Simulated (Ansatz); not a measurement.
A run on `FC[C@@H](F)[C@@H](F)OC(F)F` with other settings.

```yaml
crystal:
  periodic: [false, false, false]
  atoms:
    - {symbol: F, position_ang: [0.324402, 3.212252, 0.241660]}
    - {symbol: C, position_ang: [0.523753, 1.893812, 0.580495]}
    - {symbol: C, position_ang: [0.489473, 1.047356, -0.664844]}
    - {symbol: F, position_ang: [1.625674, 1.257451, -1.413229]}
    - {symbol: C, position_ang: [0.409853, -0.435712, -0.362550]}
    - {symbol: F, position_ang: [1.397232, -0.793787, 0.524776]}
    - {symbol: O, position_ang: [-0.830404, -0.682966, 0.204621]}
    - {symbol: C, position_ang: [-1.185145, -2.005902, 0.288269]}
    - {symbol: F, position_ang: [-2.299281, -2.054672, 1.013354]}
    - {symbol: F, position_ang: [-1.461641, -2.489704, -0.941880]}
    - {symbol: H, position_ang: [1.494422, 1.802543, 1.072602]}
    - {symbol: H, position_ang: [-0.270947, 1.582520, 1.263494]}
    - {symbol: H, position_ang: [-0.376558, 1.320654, -1.275845]}
    - {symbol: H, position_ang: [0.569730, -1.022559, -1.272428]}
    - {symbol: H, position_ang: [-0.410554, -2.631266, 0.741505]}
basis:
  gaussian: {orbitals: def2-SVP, fitting: {mean_field: cc-pVTZ-jkfit}, nuclear_model: gaussian}
total_charge: -1
magnetization: {spin_polarized: false, initial_magnetization: 1}
hamiltonian: {xc: {name: wB97X}}
output: {forces: true}
```

```sh
$ ansatz run in.yaml --threads 4 --pin off --events-out ev --progress --plain --max-ram 66560MiB --backend cpu
```

Output, abridged:

```
Functional definition: wB97X
940 factors; integrals over basis functions are off by at most 1.1e-1 eV
940 factors; integrals over basis functions are off by at most 3.1e-7 eV
mean field evaluation 1: about -19832.4028 eV, gradient 4.6e1 eV
mean field evaluation 2: about -19832.4070 eV, gradient 4.6e1 eV
mean field evaluation 4: about -19836.6395 eV, gradient 1.0e1 eV
mean field evaluation 8: about -19837.1309 eV, gradient 8.3e-1 eV
mean field evaluation 16: about -19837.1712 eV, gradient 3.5e-2 eV
mean field evaluation 32: about -19837.1713 eV, gradient 3.3e-5 eV
mean field -19837.17133630 eV, -729.0026004913 hartree, gradient 1.5e-5 eV, S^2 0.750000; 6 other end points of the search recorded, 0 dependent functions left out
reference -19837.17132102 eV, -729.0025999298 hartree; 42, 41 occupied and 123, 124 virtual orbitals, 940 factors
Total energy: -19837.17132102 eV, -729.0025999298 hartree
Atom 0 at     0.324402     3.212252     0.241660 Å, force    -0.182808     1.758517    -0.033764 eV/Å
Atom 1 at     0.523753     1.893812     0.580495 Å, force     0.009098    -1.167688    -0.844684 eV/Å
Atom 2 at     0.489473     1.047356    -0.664844 Å, force     0.862102    -1.360978     2.152078 eV/Å
Atom 3 at     1.625674     1.257451    -1.413229 Å, force     0.486709     0.230731    -0.161398 eV/Å
Atom 4 at     0.409853    -0.435712    -0.362550 Å, force    -0.936963     3.073243     0.530252 eV/Å
Atom 5 at     1.397232    -0.793787     0.524776 Å, force     1.132913    -0.774039     0.527886 eV/Å
Atom 6 at    -0.830404    -0.682966     0.204621 Å, force    -0.354993    -0.807776     0.298602 eV/Å
Atom 7 at    -1.185145    -2.005902     0.288269 Å, force     0.511798     1.606015    -0.596097 eV/Å
Atom 8 at    -2.299281    -2.054672     1.013354 Å, force    -0.997225    -0.148451     0.429027 eV/Å
Atom 9 at    -1.461641    -2.489704    -0.941880 Å, force    -0.438651    -0.547010    -0.110416 eV/Å
Atom 10 at     1.494422     1.802543     1.072602 Å, force     0.337780    -0.036446     0.149199 eV/Å
Atom 11 at    -0.270947     1.582520     1.263494 Å, force    -0.224140    -0.159502     0.155029 eV/Å
Atom 12 at    -0.376558     1.320654    -1.275845 Å, force    -1.385796     0.307329    -1.169764 eV/Å
Atom 13 at     0.569730    -1.022559    -1.272428 Å, force     0.487475    -1.554592    -1.264363 eV/Å
Atom 14 at    -0.410554    -2.631266     0.741505 Å, force     0.692703    -0.419353    -0.061586 eV/Å
Dipole moment:    -0.203859    -0.002349     0.698001 e Å
```

Run time 29 s (4 threads of an AMD EPYC 7R13 on a shared host); peak host memory 1.6 GiB.
